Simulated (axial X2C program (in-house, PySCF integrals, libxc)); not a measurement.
# Curves of TaSH from open-shell CI on d3 s1 p(π)0

Computed with an axial X2C code built on PySCF integrals: two-component X2C with atomic mean-field Coulomb and Gaunt terms, basis Ta dyall-v3z, S dyall-av3z, H dyall-v3z (cores contracted in-house). Orbitals come from Hartree–Fock averaged over the configuration Ta d3 s1 p(π)0; CI then distributes these electrons over the d, s, p(π) shells of Ta.

Scan along the Ta–S bond with SH moving as one mass, its bond held at 1.340 Å; masses Ta 180.948 u, S 31.972 u, H 1.008 u. Energies in cm⁻¹ from the lowest point; levels are followed by energy order within each Ω. Lowest level at 2.414 Å: 98% d3 s1.

```tsv
R (Å)	(1)Ω=0	(1)Ω=1	(1)Ω=2	(2)Ω=0	(2)Ω=1	(2)Ω=2	(3)Ω=1
2.245	1180	1472	2466	3365	3517	3731	4405
2.330	192	501	1535	2397	2414	2990	3289
2.414	0	321	1372	2026	2090	2905	2993
2.511	462	792	1843	2295	2410	3367	3359
2.607	1407	1742	2779	3084	3232	4266	4225
2.716	2846	3181	4196	4381	4551	5642	5585
2.849	4884	5214	6199	6287	6467	7604	7540
```

Question: Fit the curves (1)Ω=0, (1)Ω=1, (1)Ω=2, (2)Ω=1, (2)Ω=2, (3)Ω=1 near their minima.

Answer: From the open-shell CI curves, Te from the lowest:

```tsv
level	Te (cm⁻¹)	Re (Å)	ωe (cm⁻¹)
(1)Ω=0	0	2.397	319.2
(1)Ω=1	319	2.395	319.1
(1)Ω=2	1368	2.393	315.3
(2)Ω=1	2103	2.416	309.4
(2)Ω=2	2887	2.385	294.6
(3)Ω=1	3005	2.410	315.9
```

Without dynamic correlation distances can be off by several hundredths of an Å (long for ionic bonds, short for multiple bonds) and the wavenumbers are rough.

The 7 lowest curves are shown; the next is (3)Ω=0, from 3063 cm⁻¹.

There is no dynamic correlation: spin–orbit spacings and, for f shells, spacings inside one term are the most reliable numbers, splittings between terms come out too wide, and energies between configurations are not reliable, so the lowest level need not be the ground state of the molecule. For d shells the ligand-field splittings (σ, π, δ) and their order can be off by a thousand cm⁻¹ or more. At most 4 roots were kept for each Ω > 0 (twice that for Ω = 0) within 3.2 eV of the lowest, so higher up levels can be missing between those listed; levels with Ω > 0 are doubly degenerate and listed once, Ω = 0 levels singly. Some active spinors are only partly of the character that their shell is named for, so the shell names and counts are nominal. States that fill the shells left empty in the average are placed too high. The molecule was held linear; bending was not examined. Hydrosulfides and their kin are strongly bent in nature, so this linear model does not describe the real molecule.
